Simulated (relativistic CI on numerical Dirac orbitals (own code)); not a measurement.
Sc²⁺: L2,3 absorption edge

Computed with this model: Dirac-Coulomb-Breit CI, separate exchange-only KLI orbitals for each configuration, QED by a radiative potential, valence Slater integrals scaled by 0.9, multiplet model of core-to-valence dipole absorption; configurations [Ar] 3d → [He] 2s2 2p5 3s2 3p6 3d2; 10 K; Lorentzian 0.6 eV and Gaussian 0.3 eV FWHM. Energies are those of the free ion, without screening or charge transfer. The branching ratio is the share of the lower-energy edge in the whole absorption, uncertain by about 0.02 where the edges overlap. S is read from ⟨S²⟩ = S(S + 1).

Field parameters in Wybourne normalisation: D4h B²₀ = −7Ds, B⁴₀ = 21(Dq − Dt), B⁴₄ = 21√(5/14) Dq. The field is a parameter set, without covalency.

Computed curve for D4h, 10Dq = 20150, Ds = -210, Dt = 490 cm⁻¹, scaled to 100 at the maximum (points under 2 are left out and the grid is thinned):

```tsv
Energy (eV)	Intensity
397.9	2.1
398.1	2.4
398.4	3.2
398.6	4.0
398.9	5.4
399.1	6.7
399.4	10.5
399.6	14.6
399.9	21.4
400.1	24.3
400.4	28.0
400.6	32.8
400.8	33.8
401.1	33.7
401.3	36.6
401.6	42.5
401.8	42.4
402.1	40.8
402.3	38.1
402.6	36.9
402.8	41.3
403.1	50.4
403.3	58.7
403.6	75.6
403.8	80.5
404.0	86.8
404.3	100.0
404.5	96.1
404.8	72.9
405.0	57.8
405.3	47.3
405.5	54.0
405.8	72.6
406.0	81.1
406.3	89.5
406.5	87.0
406.7	75.2
407.0	60.6
407.2	60.1
407.5	71.0
407.7	81.3
408.0	91.2
408.2	86.5
408.5	62.6
408.7	49.1
409.0	32.3
409.2	22.3
409.5	12.5
409.7	9.2
409.9	7.2
410.2	5.6
410.4	4.8
410.7	3.8
410.9	3.3
411.2	2.7
411.4	2.5
411.7	2.3
411.9	2.4
412.2	2.5
412.4	2.1
```

The ground state has S = 0.50, and the centroid lies at 405.09 eV.
